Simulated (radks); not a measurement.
The numbers below are computed, except where a source is named.
In, configuration [Kr] 4d10 5p3 (not the ground configuration). Level of theory: scalar-relativistic Kohn-Sham, MS2 meta-GGA, spin-polarised, spherical densities, finite nucleus; open shells are filled with parallel spins first (spin-orbit coupling, left out, can overturn this in heavy ions); meta-GGA in the generalised Kohn-Sham scheme; Fermi nuclear charge, rms radius 4.6156 fm (a radial shooting solver on a logarithmic mesh with Libxc functionals).

Normalised radial functions P(r) = r R(r), r in bohr:

| r | 4p up | 5s down |
|---|---|---|
| 0.002885 | 0.0058 | 0.0390 |
| 0.00448 | 0.0127 | 0.0540 |
| 0.007011 | 0.0276 | 0.0711 |
| 0.01089 | 0.0579 | 0.0850 |
| 0.0169 | 0.1158 | 0.0852 |
| 0.02625 | 0.2132 | 0.0549 |
| 0.04108 | 0.3445 | -0.0206 |
| 0.06379 | 0.4269 | -0.1147 |
| 0.09904 | 0.2869 | -0.1338 |
| 0.155 | -0.2021 | 0.0245 |
| 0.2407 | -0.6411 | 0.2103 |
| 0.3737 | -0.2530 | 0.0588 |
| 0.5803 | 0.8111 | -0.3042 |
| 0.9083 | 1.1639 | -0.1500 |
| 1.41 | 0.5709 | 0.4547 |
| 2.19 | 0.1102 | 0.7167 |
| 3.427 | 0.0064 | 0.4427 |
| 5.322 | 0.0001 | 0.1154 |
| 8.263 | 0.0000 | 0.0116 |

4p up: eigenvalue -82.504 eV, 2 radial nodes at r = 0.133, 0.418 bohr, <r> = 0.922 bohr, 90 % of the charge inside 1.36 bohr. 5s down (empty): eigenvalue -8.382 eV, 4 radial nodes at r = 0.0372, 0.148, 0.400, 1.02 bohr, <r> = 2.50 bohr, 90 % of the charge inside 3.69 bohr.
